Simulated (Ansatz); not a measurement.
A run for Ansatz (an electronic-structure program): R-PBE0/def2-TZVPP on GeH7NSi (SMILES [SiH3][NH][GeH3]), a point of a torsion scan.

Ansatz 0.2 input:
```yaml
crystal:
  periodic: [false, false, false]
  atoms:
    - {symbol: Si, position_ang: [1.56238154, 0.14317269, 0.32686958]}
    - {symbol: N, position_ang: [0.12807804, -0.27380224, -0.55202424]}
    - {symbol: Ge, position_ang: [-1.60836233, -0.05307163, -0.09334861]}
    - {symbol: H, position_ang: [2.66278684, -0.43010165, -0.44888746]}
    - {symbol: H, position_ang: [1.70487796, 1.60059286, 0.44037349]}
    - {symbol: H, position_ang: [1.47450550, -0.43670541, 1.66927429]}
    - {symbol: H, position_ang: [0.27728588, -0.61918359, -1.48667642]}
    - {symbol: H, position_ang: [-1.63719737, 0.58750979, 1.25204310]}
    - {symbol: H, position_ang: [-2.29594261, -1.38845216, -0.05736460]}
    - {symbol: H, position_ang: [-2.29887610, 0.81577135, -1.10618843]}
basis:
  gaussian:
    orbitals: def2-TZVPP
hamiltonian:
  xc: {name: PBE0}
scf: {lower_state_search: off}
```

The head of its log:

```
WARN ansatz: RAYON_NUM_THREADS=1 ignored (pool sized by the plan → 1); use --threads N
Functional definition: PBE0
these checks for a lower state are left out or cut short: stability, starts, cluster_reference, orbital_swaps, neighbouring_geometries, increment
integrals: 0.15 GiB planned
1260 factors; their error is unknown
mean field: 1.23 GiB planned
mean field evaluation 1: about -65982.2153 eV, gradient 6.0e1 eV
mean field evaluation 2: about -65969.4601 eV, gradient 9.2e1 eV
```

Question: Predict the final total energy.

Answer: -2425.0472 hartree.
